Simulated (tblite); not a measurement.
C4H10F2SSi.
Numbering: `[CH3:1][SiH2:2][S:3][C@H:4]([CH3:5])[CH:6]([F:7])[F:8]` (hydrogens: H9, H10, H11 on C1; H12, H13 on Si2; H14 on C4; H15, H16, H17 on C5; H18 on C6)

The geometry is computed with GFN2-xTB (gas phase).

Q: What internal coordinates does the optimisation give?

A: 
```tsv
bond	length (bohr)
C1–Si2	3.587
Si2–S3	4.098
S3–C4	3.472
C4–C5	2.872
C4–C6	2.875
C6–F7	2.560
C6–F8	2.567
C1–H9, C1–H10, C1–H11	2.055
Si2–H12	2.749
Si2–H13	2.753
C4–H14	2.063
C5–H15, C5–H16, C5–H17	2.055
C6–H18	2.078
```

Bonds in one row agree within 0.02 bohr and their mean is given. A selection of angles:
```tsv
angle	degrees
Si2–C1–H9	112.4
H9–C1–H10	107.5
C1–Si2–S3	108.7
C1–Si2–H12	112.7
C1–Si2–H13	112.0
S3–Si2–H12	101.5
S3–Si2–H13	107.5
H12–Si2–H13	113.7
Si2–S3–C4	101.8
S3–C4–C5	110.1
S3–C4–C6	107.8
S3–C4–H14	108.7
C5–C4–C6	110.8
C5–C4–H14	110.8
C6–C4–H14	108.5
C4–C5–H15	110.0
H15–C5–H16	108.4
H15–C5–H17	109.2
C4–C6–F7	111.4
C4–C6–F8	110.8
C4–C6–H18	112.7
F7–C6–F8	105.4
F7–C6–H18	108.1
F8–C6–H18	108.2
```

Torsions: C1–Si2–S3–C4 69° (synclinal); Si2–S3–C4–C5 -142° (anticlinal); S3–C4–C6–F7 -66° (synclinal).

Of the pairs four or more bonds apart, F8···H17 is among the closest relative to their van der Waals radii: 2.53 Å, 95 % of the sum of Bondi's values. Si2 (SiH2 silicon) is distorted tetrahedral (angles from 101.5° to 113.7°).

Point group: C1 (no symmetry element, even within 0.4 Å). Its GFN2-xTB frequencies are all real (lowest 24 cm⁻¹). One conformer, not necessarily the lowest. 3 starts were optimised and ended at 0.00, 0.69 and 2.13 kcal/mol (GFN2-xTB); the lowest of these is shown.

The run took 1.0 s wall on one thread, Arm Neoverse V1 (aarch64), no GPU (shared host). These figures are those of the optimisation.
